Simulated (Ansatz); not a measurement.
Two structures of ZnAsH5O2, closed shell, reached by relaxing down either side of one saddle point (PBE0-D4/def2-TZVP). Energies are electronic, without zero-point energy. Program: Ansatz 0.2.0. Basis: def2-TZVPP and def2-QZVPP. Cores are frozen in the correlated methods. The 3s and 3p shells of Cu and Zn are frozen; filled d shells are correlated. The def2 sets are not built for correlating such inner shells, so the correlated values are less sure here. Extrapolation: Hartree–Fock as exp(−7.88 √X), correlation as X^−2.97. First:

```xyz
9
angstrom
Zn -0.0969 -1.1491 0.3500
O 0.8387 -1.0501 1.8794
O -1.0699 -1.5545 -1.1065
H 0.8929 2.5153 0.4157
As 0.1566 1.4722 -0.3911
H 0.9113 -1.8720 2.3669
H -1.3510 -2.4680 -1.1752
H -1.0859 2.2987 -0.6253
H 0.8044 1.8075 -1.7139
```

Second:

```tsv
atom	x (Å)	y (Å)	z (Å)
Zn1	0.0387	-0.0753	-0.3943
O2	0.3023	-0.4835	1.7909
O3	-0.2684	-1.8768	-0.2523
H4	1.1629	-0.4816	2.2167
As5	0.4552	2.1341	-1.1347
H6	0.1032	-1.4041	1.5300
H7	-0.6681	-2.3631	-0.9715
H8	-0.7710	2.6326	-0.3773
H9	-0.3546	1.9177	-2.4077
```

Problem. Which bonds change from the first to the second?

Solution. ZnH₂O₂ ([OH][Zn][OH]) + AsH₃ → ZnAsH₃O ([OH][Zn][AsH2]) + H₂O (still joined by a long Zn–O bond); bonds formed: O2–H4; dative contacts that become bonds: Zn1–As5; bonds broken: H4–As5; bonds weakened to dative contacts: Zn1–O2.

Problem. Give the saddle point's structure and its height above each. (Judge from chemistry; the value comes from the calculation.)

Solution. By the calculation: 93.0 kJ/mol above the first and 161.9 kJ/mol above the second (CCSD(T) at an estimated basis limit (MP2 extrapolated from triple and quadruple zeta, plus CCSD(T) − MP2 in triple zeta)).
Zn1  (-0.405, -0.830, -0.289)
O2  (0.601, -0.404, 1.309)
O3  (-1.222, -2.206, -1.111)
H4  (0.764, 0.899, 0.915)
As5  (0.128, 1.588, -0.484)
H6  (0.998, -0.938, 2.000)
H7  (-1.175, -3.029, -0.621)
H8  (-0.818, 2.735, -0.294)
H9  (1.130, 2.184, -1.425)
(Å)

T1 diagnostic: at most 0.016.

Labels in which every atom is bracketed show which atoms are joined, not bond orders.

For scale, one of the runs: CCSD(T)/def2-TZVPP, 244 basis functions, launched by `ansatz run in.yaml --threads 8 --pin off --events-out ev --progress --plain --max-ram 19148MiB`. Hardware: 8 CPU threads of an Intel Xeon, shared host. Wall time 3.3 min; peak host memory 5.1 GiB.
